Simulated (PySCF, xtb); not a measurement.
Ti(F)4(OH2) (F4H2OTi), SMILES [OH2]->[Ti]([F])([F])([F])[F], multiplicity 1.

Harmonic wavenumbers (cm⁻¹) from xtb 6.7.1 with GFN2-xTB at its own minimum, in rising order: 41, 124, 133, 193, 218, 224, 239, 244, 272, 365, 406, 525, 610, 622, 644, 1450, 3493, 3506.

Q: What does PBE0-D3(BJ)/def2-SVP (PySCF) give at its own minimum? (An estimate is asked for; the answer gives what the named calculation found.)

A: 113, 117, 195, 214, 221, 246, 255, 261, 286, 453, 551, 709, 797, 811, 831, 1605, 3835, 3935. Paired by order, the mean absolute difference is 119 cm⁻¹ and the zero-point energies are 19.0 and 22.1 kcal/mol.
